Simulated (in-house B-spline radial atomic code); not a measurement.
# Response and correlation of Be²⁺

Closed shell 1s2. Computed with an all-electron radial atomic-structure program (B-spline basis): Dirac-Hartree-Fock, relativistic RPA (time-dependent Dirac-Hartree-Fock) for the response and second-order many-body perturbation theory for correlation, no-pair Dirac-Coulomb Hamiltonian, finite nucleus.

Command:
```bash
python run_mb.py task.json out
```
Settings (nuclear radius in fm, box in bohr, cutoff in hartree):
```
basis_form          2
Z                   4
core_configuration  1s2
rms_radius          2.519
mass_number         9
speed_of_light      137.036
box_radius          18.686
lmax                7
intervals           66
virtual_cutoff      2000.0
```

Run time, properties included: 0.4 s on 1 thread of Arm Neoverse V2, with other jobs on the host.

```csv
"multipole (bohr³, bohr⁵, bohr⁷)",uncoupled,coupled RPA
dipole,0.045285,0.051819
quadrupole,0.013505,?
octupole,0.010296,0.01124
```

(1) What is the coupled quadrupole polarisability?

(2) Which subshells carry the dipole polarisability?

(3) What does the dipole shielding factor come to?

Dipole polarisability at imaginary frequency:

```
u (Eh)  α(iu) (bohr³)
     0        0.05182
 0.104         0.0518
  0.26        0.05169
  0.52        0.05131
 0.779        0.05069
  1.04        0.04985
  1.56        0.04762
  2.08        0.04484
   2.6        0.04176
  3.64        0.03544
   5.2         0.0271
  7.79        0.01757
  10.4        0.01194
  15.6       0.006372
    26       0.002617
    52      0.0007088
```

(4) What dispersion coefficients follow for two such ions (the dispersion part alone)?

Lowest J = 1 odd-parity excitations:

```csv
energy (eV),oscillator strength,leading channel,weight
122.01,5.41e-07,1s1/2 → p1/2,0.668
124.21,0.544,1s1/2 → p3/2,0.668
140.17,1.27e-07,1s1/2 → p1/2,0.668
140.79,0.127,1s1/2 → p3/2,0.668
```

Second-order correlation energy by the highest angular momentum of the excited pair (hartree): s -0.01384, p -0.02251, d -0.00355, f -0.001005, g -0.0003826, h -0.0001739, i -8.958e-05, k -4.947e-05.

(5) What is the second-order correlation energy at the partial-wave limit?

Answers

(1) 0.015178 atomic units, +12 % against the uncoupled value.

(2) 1s1/2 100.0 %.

(3) The dipole shielding factor is 0.500, against the exact N/Z = 2/4 = 0.500 of the non-relativistic theorem.

(4) C6 = (3/π)∫α(iu)²du = 0.01108 hartree·bohr⁶ and C8 = 0.0182 hartree·bohr⁸.

(5) The listed waves sum to -0.041592 hartree; extrapolating the increments as (l + 1/2)⁻⁴ gives -0.041693 hartree, -0.567 eV per electron.
